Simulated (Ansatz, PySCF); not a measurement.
Cl2H2HfS2, SMILES [Cl][Hf]([SH])([SH])[Cl], multiplicity 1. Atoms are numbered in the order given.

```xyz
7

Hf     0.0415     0.0139     0.0195
Cl     0.6944     1.9139    -1.1825
Cl     1.0977    -0.1647     2.0961
S      0.4053    -1.9980    -1.2636
H      0.1257    -1.3368    -2.4150
S     -2.3578     0.0795     0.3196
H     -2.3066     1.2855     0.9395
```
Charge 0, spin multiplicity 1.

Geometry optimised at PBE0-D3(BJ)/def2-SVP. The multiplicity is an assumed one; no other spin state was optimised. The structure was generated by enumeration; whether it is a known compound was not checked. The def2 effective core potentials stand for the cores of Hf; spin–orbit coupling is left out. One conformer was computed; it need not be the lowest.

Two levels are set side by side: PBE-D3(BJ)/def2-SVP (Ansatz, a quantum-chemistry and plane-wave program) and PBE0-D3(BJ)/def2-SVP (Ansatz). Each level has its own optimised geometry; the coordinates shown are those of the second. Frequencies come from the Hessian of PySCF at each geometry. Differences are taken from unrounded values.

```tsv
quantity	PBE0-D3(BJ)	PBE-D3(BJ)	PBE-D3(BJ) minus PBE0-D3(BJ)
mean bond length (Å)	2.037	2.049	0.011
bond Hf1–Cl2 (Å)	2.341	2.352	0.011
bond Hf1–Cl3 (Å)	2.337	2.348	0.011
bond Hf1–S4 (Å)	2.414	2.426	0.012
bond Hf1–S6 (Å)	2.419	2.430	0.011
bond S4–H5 (Å)	1.357	1.368	0.012
bond S6–H7 (Å)	1.357	1.369	0.012
highest harmonic wavenumber (cm⁻¹)	2680	2583	-96
mean harmonic wavenumber (cm⁻¹)	576	558	-18
zero-point energy (kcal/mol)	12.35	11.96	-0.39
```

GGA bonds tend to be longer and softer than those of functionals with exact exchange. Differences between two approximate levels are no errors against the true value.
